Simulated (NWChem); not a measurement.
System: GaP2H5; SMILES [GaH]([PH2])[PH2]

NWChem input:

```
start job
memory heap 200 mb stack 900 mb global 1100 mb
geometry units angstroms noautoz
  Ga    -0.586425     0.006001     0.076450
  H     -2.170381    -0.050985     0.042929
  P      0.610708    -2.001816    -0.093616
  H     -0.160880    -2.666925     0.902538
  H      1.656644    -1.622560     0.795336
  P      0.465700     2.090560    -0.125308
  H      1.534376     1.799983     0.770022
  H     -0.352357     2.715198     0.859898
end
basis spherical
  Ga library def2-svp
  H library def2-svp
  P library def2-svp
end
dft
  xc hfexch
  iterations 150
end
tddft
  cis
  nroots 8
end
task tddft energy
```

Parts of the log:

```
             Northwest Computational Chemistry Package (NWChem) 7.3.0
             --------------------------------------------------------

 CS  symmetry detected

                             Geometry "geometry" -> ""
                             -------------------------

 Output coordinates in angstroms (scale by  1.889725989 to convert to a.u.)

  No.       Tag          Charge          X              Y              Z
 ---- ---------------- ---------- -------------- -------------- --------------
    1 Ga                  31.0000    -0.56479451    -0.01575998     0.00000000
    2 H                    1.0000    -2.13900643    -0.20322775     0.00000000
    3 P                   15.0000     0.57323268    -0.09139131    -2.04753346
    4 H                    1.0000    -0.31436339     0.81732883    -2.69284832
    5 H                    1.0000     1.53969121     0.89943434    -1.71240975
    6 P                   15.0000     0.57323268    -0.09139131     2.04753346
    7 H                    1.0000     1.53969121     0.89943434     1.71240975
    8 H                    1.0000    -0.31436339     0.81732883     2.69284832

 Effective nuclear repulsion energy (a.u.)     308.1477531695

      Symmetry information
      --------------------

 Group name             Cs
 Group number              2
 Group order               2
 No. of unique centers     5

  xc_inp: hfexch multiplicative factor not found.

                                 NWChem DFT Module
                                 -----------------

 Summary of "ao basis" -> "ao basis" (spherical)
 ------------------------------------------------------------------------------
       Tag                 Description            Shells   Functions and Types
 ---------------- ------------------------------  ------  ---------------------
 Ga                         def2-svp                12       32   5s4p3d
 H                          def2-svp                 3        5   2s1p
 P                          def2-svp                 8       18   4s3p1d

      Symmetry analysis of basis
      --------------------------

        a'         54
        a"         39

            General Information
            -------------------
          SCF calculation type: DFT
          Wavefunction type:  closed shell.
          No. of atoms     :     8
          No. of electrons :    66
           Alpha electrons :    33
            Beta electrons :    33
          Charge           :     0
          Spin multiplicity:     1
          Use of symmetry is: off; symmetry adaption is: on
          Maximum number of iterations: 150
          AO basis - number of functions:    93
                     number of shells:    43
          Convergence on energy requested:  1.00D-06
          Convergence on density requested:  1.00D-05
          Convergence on gradient requested:  5.00D-04

              XC Information
              --------------
                     Hartree-Fock (Exact) Exchange  1.000

      Superposition of Atomic Density Guess
      -------------------------------------

 Sum of atomic energies:       -2606.54757675

      Non-variational initial energy
      ------------------------------

 Total energy =   -2607.305376
 1-e energy   =   -4244.550409
 2-e energy   =    1329.097280
 HOMO         =      -0.254348
 LUMO         =       0.001011

      Symmetry analysis of molecular orbitals - initial
      -------------------------------------------------

  Numbering of irreducible representations:

     1 a'          2 a"

  Orbital symmetries:

     1 a'          2 a'          3 a"          4 a'          5 a'
     6 a"          7 a'          8 a'          9 a"         10 a'
    11 a'         12 a"         13 a'         14 a"         15 a'
    16 a"         17 a'         18 a"         19 a'         20 a'
    21 a"         22 a'         23 a"         24 a'         25 a'
    26 a"         27 a'         28 a'         29 a"         30 a'
    31 a"         32 a'         33 a"         34 a'         35 a'
    36 a'         37 a"         38 a'         39 a"         40 a"
    41 a'         42 a'         43 a'

   convergence    iter        energy       DeltaE   RMS-Dens  Diis-err
 ---------------- ----- ----------------- --------- --------- ---------
 d= 0,ls=0.0,diis     1  -2607.1437265358 -2.92D+03  4.63D-03  1.34D-01
 d= 0,ls=0.0,diis     2  -2607.1777454521 -3.40D-02  1.58D-03  2.40D-02
 d= 0,ls=0.0,diis     3  -2607.1817675297 -4.02D-03  7.56D-04  5.04D-03
 d= 0,ls=0.0,diis     4  -2607.1826561660 -8.89D-04  2.34D-04  2.36D-04
 d= 0,ls=0.0,diis     5  -2607.1827271605 -7.10D-05  9.94D-05  1.53D-05
  Resetting Diis
 d= 0,ls=0.0,diis     6  -2607.1827357251 -8.56D-06  2.72D-05  9.24D-07
 d= 0,ls=0.0,diis     7  -2607.1827363072 -5.82D-07  4.85D-06  6.60D-08

         Total DFT energy =    -2607.182736307183
      One electron energy =    -4245.854165751497
           Coulomb energy =     1451.128232818154
    Exchange-Corr. energy =     -120.604556543341
 Nuclear repulsion energy =      308.147753169500

 Numeric. integr. density =        0.000000000000

                  Occupations of the irreducible representations
                  ----------------------------------------------

                     irrep           alpha         beta
                     --------     --------     --------
                     a'               20.0         20.0
                     a"               13.0         13.0

                       DFT Final Molecular Orbital Analysis
                       ------------------------------------

 Vector   31  Occ=2.000000D+00  E=-4.275166D-01  Symmetry=a"
              MO Center=  3.8D-01, -1.0D-01,  3.4D-12, r^2= 5.5D+00
   Bfn.  Coefficient  Atom+Function         Bfn.  Coefficient  Atom+Function
  ----- ------------  ---------------      ----- ------------  ---------------
    49      0.233033  3 P  py                77     -0.233033  6 P  py
    46      0.207061  3 P  py                74     -0.207061  6 P  py
    41     -0.198872  3 P  s                 69      0.198872  6 P  s
    14      0.175562  1 Ga pz                40     -0.173095  3 P  s
    68      0.173095  6 P  s                 56      0.163847  4 H  s

[...]

                                NWChem TDDFT Module
                                -------------------

            General Information
            -------------------
           No. of orbitals :     186
            Alpha orbitals :      93
             Beta orbitals :      93
        Alpha frozen cores :       0
         Beta frozen cores :       0
     Alpha frozen virtuals :       0
      Beta frozen virtuals :       0
         Spin multiplicity :       1
    Number of AO functions :      93
        Use of symmetry is : off
      Symmetry adaption is : on
         Schwarz screening :  0.10D-07

              XC Information
              --------------
              Hartree-Fock (Exact) Exchange   1.00

             TDDFT Information
             -----------------
          Calculation type : CIS
         Wavefunction type : Restricted singlets & triplets
          No. of electrons :      66
           Alpha electrons :      33
            Beta electrons :      33
              No. of roots :       8
          Max subspacesize :    5600
            Max iterations :     100
               Target root :       1
           Target symmetry : none
      Symmetry restriction : off
                 Algorithm : Optimal
        Davidson threshold :  0.10D-03

    8 smallest eigenvalue differences (eV)
--------------------------------------------------------
  No. Spin  Occ  Vir  Irrep   E(Occ)    E(Vir)   E(Diff)
--------------------------------------------------------
    1    1   33   34 a"       -0.338     0.041    10.323
    2    1   32   34 a'       -0.374     0.041    11.294
    3    1   33   35 a"       -0.338     0.124    12.581
    4    1   31   34 a"       -0.428     0.041    12.759
    5    1   30   34 a'       -0.433     0.041    12.903
    6    1   33   36 a"       -0.338     0.146    13.170
    7    1   33   37 a'       -0.338     0.146    13.176
    8    1   32   35 a'       -0.374     0.124    13.552
--------------------------------------------------------

  Entering Davidson iterations
  Restricted singlet excited states

  Iter   NTrls   NConv    DeltaV     DeltaE      Time
  ----  ------  ------  ---------  ---------  ---------
    1      8       0     0.78E-01   0.10+100        3.6
    2     16       0     0.55E-01   0.33E-01        3.7
    3     24       0     0.32E-01   0.73E-02        3.6
    4     32       0     0.15E-01   0.29E-02        3.6
    5     40       0     0.12E-01   0.59E-03        3.7
    6     48       1     0.40E-02   0.15E-03        3.7
    7     55       2     0.13E-02   0.14E-04        3.7
    8     61       4     0.46E-03   0.15E-05        3.6
    9     65       6     0.14E-03   0.12E-06        3.5
   10     67       8     0.63E-04   0.64E-08        3.4
  ----  ------  ------  ---------  ---------  ---------
  Convergence criterion met

  Ground state a'      -2607.182736307183 a.u.

  ----------------------------------------------------------------------------
  Root   1 singlet a"             0.188141385 a.u.                5.1196 eV
  ----------------------------------------------------------------------------
     Transition Moments    X -0.00000   Y  0.00000   Z  0.82995
     Dipole Oscillator Strength                    0.0863969921
     Electric Quadrupole                           0.0000002716
     Magnetic Dipole                               0.0000013355
     Total Oscillator Strength                     0.0863985992

     Occ.   26  a"  ---  Virt.   34  a'      -0.05931
     Occ.   31  a"  ---  Virt.   34  a'       0.23872
     Occ.   31  a"  ---  Virt.   38  a'      -0.06973
     Occ.   33  a"  ---  Virt.   34  a'      -0.95368
     Occ.   33  a"  ---  Virt.   35  a'       0.05620
     Occ.   33  a"  ---  Virt.   45  a'      -0.07530
  ----------------------------------------------------------------------------
  Root   2 singlet a'             0.216057131 a.u.                5.8792 eV
  ----------------------------------------------------------------------------
     Transition Moments    X  0.35092   Y -0.08547   Z  0.00000
     Dipole Oscillator Strength                    0.0187901564
     Electric Quadrupole                           0.0000004317
     Magnetic Dipole                               0.0000022018
     Total Oscillator Strength                     0.0187927899

     Occ.   27  a'  ---  Virt.   34  a'      -0.07169
     Occ.   30  a'  ---  Virt.   34  a'      -0.42256
     Occ.   30  a'  ---  Virt.   38  a'       0.07011
     Occ.   32  a'  ---  Virt.   34  a'       0.88324
     Occ.   32  a'  ---  Virt.   35  a'      -0.05507
     Occ.   32  a'  ---  Virt.   45  a'       0.06094
  ----------------------------------------------------------------------------
  Root   3 singlet a"             0.245626231 a.u.                6.6838 eV
  ----------------------------------------------------------------------------
     Transition Moments    X  0.00000   Y -0.00000   Z  0.41589
     Dipole Oscillator Strength                    0.0283229257
     Electric Quadrupole                           0.0000005219
     Magnetic Dipole                               0.0000013258
     Total Oscillator Strength                     0.0283247734

     Occ.   27  a'  ---  Virt.   39  a"      -0.07389
     Occ.   31  a"  ---  Virt.   34  a'       0.07411
     Occ.   32  a'  ---  Virt.   37  a"      -0.24590
     Occ.   32  a'  ---  Virt.   39  a"      -0.34348
     Occ.   32  a'  ---  Virt.   41  a"       0.08104
     Occ.   33  a"  ---  Virt.   35  a'      -0.47497
     Occ.   33  a"  ---  Virt.   36  a'       0.72363
     Occ.   33  a"  ---  Virt.   38  a'       0.16084
     Occ.   33  a"  ---  Virt.   40  a'       0.07502
  ----------------------------------------------------------------------------
  Root   4 singlet a'             0.259664689 a.u.                7.0658 eV
  ----------------------------------------------------------------------------
     Transition Moments    X -0.14447   Y -0.01857   Z  0.00000
     Dipole Oscillator Strength                    0.0036726821
     Electric Quadrupole                           0.0000009900
     Magnetic Dipole                               0.0000008383
     Total Oscillator Strength                     0.0036745104

     Occ.   27  a'  ---  Virt.   36  a'       0.09488
     Occ.   30  a'  ---  Virt.   34  a'      -0.12319
     Occ.   32  a'  ---  Virt.   35  a'      -0.17245
     Occ.   32  a'  ---  Virt.   36  a'       0.53420
     Occ.   32  a'  ---  Virt.   38  a'       0.19203
     Occ.   32  a'  ---  Virt.   40  a'       0.10598
     Occ.   33  a"  ---  Virt.   37  a"      -0.52425
     Occ.   33  a"  ---  Virt.   39  a"      -0.54592
     Occ.   33  a"  ---  Virt.   41  a"       0.13091
  ----------------------------------------------------------------------------
  Root   5 singlet a"             0.266851978 a.u.                7.2614 eV
  ----------------------------------------------------------------------------
     Transition Moments    X  0.00000   Y -0.00000   Z -0.88565
     Dipole Oscillator Strength                    0.1395427019
     Electric Quadrupole                           0.0000003405
     Magnetic Dipole                               0.0000013244
     Total Oscillator Strength                     0.1395443669

     Occ.   27  a'  ---  Virt.   37  a"      -0.05699
     Occ.   31  a"  ---  Virt.   34  a'      -0.52195
     Occ.   32  a'  ---  Virt.   37  a"      -0.31601
     Occ.   32  a'  ---  Virt.   41  a"       0.05271
     Occ.   32  a'  ---  Virt.   44  a"       0.05825
     Occ.   33  a"  ---  Virt.   34  a'      -0.08551
     Occ.   33  a"  ---  Virt.   35  a'       0.66394
     Occ.   33  a"  ---  Virt.   36  a'       0.29740
     Occ.   33  a"  ---  Virt.   38  a'       0.22887
     Occ.   33  a"  ---  Virt.   40  a'       0.07787
  ----------------------------------------------------------------------------
  Root   6 singlet a'             0.276543382 a.u.                7.5251 eV
  ----------------------------------------------------------------------------
     Transition Moments    X -0.06855   Y  0.15056   Z  0.00000
     Dipole Oscillator Strength                    0.0050457763
     Electric Quadrupole                           0.0000003785
     Magnetic Dipole                               0.0000007584
     Total Oscillator Strength                     0.0050469132

     Occ.   27  a'  ---  Virt.   35  a'      -0.05111
     Occ.   30  a'  ---  Virt.   34  a'       0.75150
     Occ.   31  a"  ---  Virt.   41  a"      -0.07496
     Occ.   32  a'  ---  Virt.   34  a'       0.32182
     Occ.   32  a'  ---  Virt.   35  a'      -0.43405
     Occ.   32  a'  ---  Virt.   36  a'       0.09874
     Occ.   33  a"  ---  Virt.   37  a"       0.24348
     Occ.   33  a"  ---  Virt.   39  a"      -0.18422
     Occ.   33  a"  ---  Virt.   44  a"      -0.06477
  ----------------------------------------------------------------------------
  Root   7 singlet a"             0.276953530 a.u.                7.5363 eV
  ----------------------------------------------------------------------------
     Transition Moments    X -0.00000   Y  0.00000   Z -0.62650
     Dipole Oscillator Strength                    0.0724705677
     Electric Quadrupole                           0.0000002976
     Magnetic Dipole                               0.0000001813
     Total Oscillator Strength                     0.0724710467

[...]
```

Level: Hartree-Fock/def2-SVP, CIS. Geometry: optimised at B3LYP/6-31G* (spherical d).
